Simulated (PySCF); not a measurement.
**Where the electron goes**

C5H9PS.
Geometry (GFN2-xTB, Å), atoms numbered from 1 in this order:
```
atom  x, y, z in Å
C1     0.8374   -3.1805   -0.2809
C2     0.5395   -1.7955   -0.0166
C3     0.2546   -0.6331    0.1338
P4    -0.0161    1.0310    0.6521
C5    -1.8291    1.2409    0.4508
C6     0.7196    2.0150   -0.7122
S7     0.6683    1.4464    2.4194
H8     1.3390   -3.6157    0.5831
H9     1.4890   -3.2630   -1.1505
H10   -0.0837   -3.7304   -0.4730
H11   -2.1461    0.9537   -0.5494
H12   -2.0800    2.2836    0.6436
H13   -2.3270    0.6157    1.1911
H14    0.3245    1.7039   -1.6766
H15    0.5035    3.0684   -0.5364
H16    1.7989    1.8686   -0.6899
```

Computed, not measured: PySCF, TDDFT B3LYP/def2-SVPD, vertical, gas phase, core orbitals frozen in the response.

Kohn–Sham orbitals with the atoms that hold most of them (Löwdin shares over 4%, at most four atoms; ? is withheld):

```json
{"orbital": "HOMO-3", "ε (eV)": "-7.98", "atoms": "C3 36%, C2 32%, S7 10%, C1 7%"}
{"orbital": "HOMO-2", "ε (eV)": "-7.95", "atoms": "C3 39%, C2 36%, C1 7%, P4 4%"}
{"orbital": "HOMO-1", "ε (eV)": "-6.14", "atoms": "?"}
{"orbital": "HOMO", "ε (eV)": "-6.11", "atoms": "S7 76%, P4 14%, C6 4%"}
{"orbital": "LUMO", "ε (eV)": "?", "atoms": "?"}
{"orbital": "LUMO+1", "ε (eV)": "-0.24", "atoms": "C2 25%, C3 22%, P4 14%, C1 8%"}
{"orbital": "LUMO+2", "ε (eV)": "0.11", "atoms": "C1 16%, C2 13%, S7 11%, C3 9%"}
```

Question: Which atoms hold the HOMO-1, and with what shares?

Answer: S7 (bonded to P) 74%; P4 (bonded to 3 C and S) 14%; C3 (bonded to C and P) 5%.

Question: Give the leading atoms of the LUMO.

Answer: C2 (bonded to 2 C) 24%; C3 (bonded to C and P) 23%; S7 (bonded to P) 16%; P4 (bonded to 3 C and S) 12%. By element: carbon 47% or more, sulfur 16%, phosphorus 12%.

Question: What is the LUMO energy, and the HOMO–LUMO gap?

Answer: ε(LUMO) = -0.38 eV; the gap is 5.73 eV (0.2107 hartree).

Question: The HOMO–LUMO gap is 5.73 eV. Where does the response calculation put the lowest singlet, and from which orbitals?

Answer: S1 is at 4.78 eV (f = 0.0004), 0.96 eV below the gap, made of HOMO→LUMO (97%). Without the coupling terms of the response equations the lowest excitation would equal the gap.

Question: Give energy, strength and leading configuration of S1, S2, S3, S4 and S8, and follow the Löwdin shares of the leading atoms from the occupied to the empty orbital.

Answer: 
- S1 (4.78 eV, f 0.0004), HOMO→LUMO (97%): S7 76% → 16%, P4 14% → 12%, C2 at most 4% → 24%, C3 at most 4% → 23%
- S2 (4.91 eV, f 0.039), HOMO-1→LUMO (82%): S7 74% → 16%, P4 14% → 12%, C2 at most 4% → 24%, C3 5% → 23%
- S3 (4.94 eV, f 0.0002), HOMO-1→LUMO+1 (98%): S7 74% → at most 8%, P4 14% → 14%, C2 at most 4% → 25%, C3 5% → 22%
- S4 (5.11 eV, f 0.039), HOMO→LUMO+1 (83%): S7 76% → at most 8%, P4 14% → 14%, C2 at most 4% → 25%, C3 at most 4% → 22%
- S8 (6.05 eV, f 0.0030), HOMO-2→LUMO (72%): C3 39% → 23%, C2 36% → 24%
